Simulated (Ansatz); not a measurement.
Several settings on one geometry of (KSH)2 ring (K₂H₂S₂) (that of the charge 0 singlet, PBE0-D4/def2-SVP). Ansatz on 4 threads of Arm Neoverse V1 on a shared host; times are rough.

```xyz
6

K     0.842   -1.676    0.806
S    -2.066   -0.892    0.539
K    -0.946    1.116   -1.425
S     1.956    0.291   -1.203
H    -2.155   -0.085    1.621
H     2.368    1.247   -0.338
```

Totals from different functionals, basis sets or treatments of relativity can't be compared as stabilities.

The 6-31G sets use Cartesian d functions.

The spins typed aren't always the lowest for that charge.

(1) Give the basis size and estimate the energy, ⟨S²⟩ and time of these runs.

| run | method | charge | state | further keys |
| --- | --- | --- | --- | --- |
| 1 | ROKS SVWN5/6-31G | 1 | doublet | – |
| 2 | RKS r2SCANh/pcseg-2 | 0 | singlet | scf: {omitted_lower_state_checks: [starts]}; forces asked |
| 3 | RKS B97/def2-mTZVPP | 0 | singlet | scf: {lower_state_search: off} |
| 4 | UKS B3LYP5/pcseg-2 | 0 | triplet | fitting: {mean_field: def2-universal-jkfit}; scf: {omitted_lower_state_checks: [starts]} |

Results:

(1) 
```
run  functions  energy (Eh)  ⟨S²⟩  wall time
  1         88   -1990.9538     –      8.5 s
  2        162   -1997.4989     –        7 s
  3        100   -1997.3289     –        2 s
  4        162   -1997.3071  2.01      7.5 s
```
